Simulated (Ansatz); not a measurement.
`C[CH2][Zn][OH]` + `C=C=CS` → `[OH][Zn][SH]` + `C=C=CCC`  (formal exchange of groups at a Zn–C bond)

Program: Ansatz. Geometries: PBE0-D4/def2-TZVP. ΔE: electronic, gas phase. CBS: MP2 limit from def2 TZ/QZ plus the TZ coupled-cluster correction, frozen cores. DFT in def2-TZVPP. B3LYP here is the variant with VWN-RPA as its local correlation; programs differ in this. HSE06 is defined as in plane-wave codes. For Zn outer-core shells are correlated without core-valence functions, which leaves a few kJ/mol of doubt a bond. Scalar relativity is left out up to krypton. Each species was taken in one conformer, which may not be the lowest.

```
             level  ΔE (kJ/mol)  difference from CCSD(T)/CBS
         revPBE-D4       -115.8                         20.0
           PBE0-D4       -129.2                          6.6
          B3LYP-D4       -125.1                         10.7
        r2SCANh-D4       -130.3                          5.5
        r2SCAN0-D4       -135.6                          0.2
          BHLYP-D4       -139.9                         -4.1
              BLYP       -115.0                         20.8
            r2SCAN       -126.5                          9.3
              PBE0       -129.2                          6.6
             HSE06       -129.1                          6.7
         CAM-B3LYP       -130.3                          5.5
           LC-ωPBE       -131.3                          4.5
      MP2/def2-SVP       -131.8                          4.0
    MP2/def2-TZVPP       -127.4                          8.4
CCSD(T)/def2-TZVPP       -130.5                          5.3
     MP2/CBS(def2)       -132.8                          3.0
       CCSD(T)/CBS       -135.8                            0
```

Largest T1 diagnostic among the species: 0.016.

In def2-TZVPP, CCSD(T) changes the Hartree–Fock value by +31.3 kJ/mol (the triples alone add +4.9 kJ/mol) and MP2 by +34.4 kJ/mol. From PBE to PBE0 (25 % exact exchange), in def2-TZVPP and without D4, ΔE moves by −12.6 kJ/mol.

CCSD(T)/CBS has its own doubt, a few kJ/mol and more with outer-core shells, so smaller differences from it don't rank the levels.
